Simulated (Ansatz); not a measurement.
Reaction (hydrogenolysis of the Si–N bond): `N[SiH2]S[SiH2]N` + H₂ → `N[SiH2]S[SiH3]` + NH₃

Isolated molecules relaxed with PBE0-D4/def2-TZVP in Ansatz; ΔE leaves out vibrations. CCSD(T)/CBS is the MP2 limit (def2-TZVPP, def2-QZVPP) plus CCSD(T) − MP2 in def2-TZVPP, frozen cores. This one scheme is used for every species. DFT in def2-TZVPP. B3LYP here is the variant with VWN-RPA as its local correlation; programs differ in this. Each species was taken in one conformer, which may not be the lowest.

| level | ΔE (kcal/mol) | difference from CCSD(T)/CBS |
| --- | --- | --- |
| PBE-D4 | 9.9 | -0.1 |
| r2SCAN-D4 | 10.8 | 0.8 |
| PBE0-D4 | 9.4 | -0.6 |
| B3LYP-D4 | 10.4 | 0.4 |
| ωB97X-V | 9.6 | -0.4 |
| ωB97M-V | 10.5 | 0.5 |
| B2PLYP | 8.9 | -1.1 |
| PBE | 8.0 | -2.0 |
| r2SCAN | 10.2 | 0.2 |
| PBE0 | 7.7 | -2.3 |
| B3LYP | 7.3 | -2.7 |
| HF/def2-TZVPP | 5.3 | -4.7 |
| MP2/def2-TZVPP | 11.4 | 1.4 |
| SCS-MP2/def2-TZVPP | 9.9 | -0.1 |
| CCSD/def2-TZVPP | 8.5 | -1.5 |
| CCSD(T)/def2-TZVPP | 9.5 | -0.5 |
| HF/def2-QZVPP | 5.3 | -4.7 |
| MP2/def2-QZVPP | 11.6 | 1.6 |
| SCS-MP2/def2-QZVPP | 10.1 | 0.1 |
| HF/CBS(def2) | 5.3 | -4.7 |
| MP2/CBS(def2) | 11.9 | 1.9 |
| CCSD/CBS(def2) | 9.0 | -1.0 |
| CCSD(T)/CBS | 10.0 | 0 |

Largest T1 diagnostic among the species: 0.011.

In def2-TZVPP, CCSD(T) changes the Hartree–Fock value by +4.2 kcal/mol (the triples alone add +1.0 kcal/mol) and MP2 by +6.1 kcal/mol. The D4 term adds +3.0 kcal/mol with B3LYP and +1.7 kcal/mol with PBE0; it sums over pairs of atoms, weighted by their polarisabilities, and B3LYP, whose exchange is more repulsive, gets the larger term.
